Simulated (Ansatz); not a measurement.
Basis-set extrapolation for `CN(C)BO` (PBE0-D4/def2-TZVP geometry, frozen core, Ansatz 0.2.0). Multiplicity 1, RHF reference.

|  | def2-TZVPP | def2-QZVPP |
| --- | --- | --- |
| HF | -234.569342 | -234.580895 |
| MP2 correlation | -0.906316 | -0.969291 |
| CCSD(T) correlation | -0.982216 | not run |

Energies in hartree. Use E(X) = E(∞) + A·exp(−7.88·√X) for Hartree–Fock and E(X) = E(∞) + B·X^(−2.97) for correlation, with X = 3 and 4, and add CCSD(T) minus MP2 of the smaller set to the MP2 limit.

**Question.** What is the CCSD(T) energy at the basis-set limit?

**Answer.** HF limit: -234.580895 + (-0.011553) × 0.13774 = -234.58249. MP2 limit: -0.969291 + (-0.062975) × 0.74074 = -1.01594. Higher-order term: -0.982216 − (-0.906316) = -0.07590. Total: -235.67433 hartree, 77.0 kcal/mol below CCSD(T)/def2-TZVPP.
